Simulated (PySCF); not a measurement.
## SeF₆: breathing scan

Computed with r2SCAN in PySCF with Se def2-TZVP, F def2-TZVP; no relativity; density-fitted integrals.

Rigid scan from the singlet minimum (Se–F 1.698 Å (×6); F–Se–F 90.0° (×12), F–Se–F 180.0° (×3)). Coordinate: all bonds to the central atom scaled together. Energies in kJ/mol from the minimum.

Problem. Predict the curve at 0.88, 0.92, 0.96, 1.00, 1.04, 1.08, 1.14, 1.22, 1.35.

Solution. 
```csv
scale of all bonds to the centre,E (kJ/mol)
0.88,644.4
0.92,243.7
0.96,52.1
1.00,0.0
1.04,39.3
1.08,136.8
1.14,344.3
1.22,666.5
1.35,1178.0
```

At long bonds a restricted determinant can lie too high, and another spin state can fall below this curve.
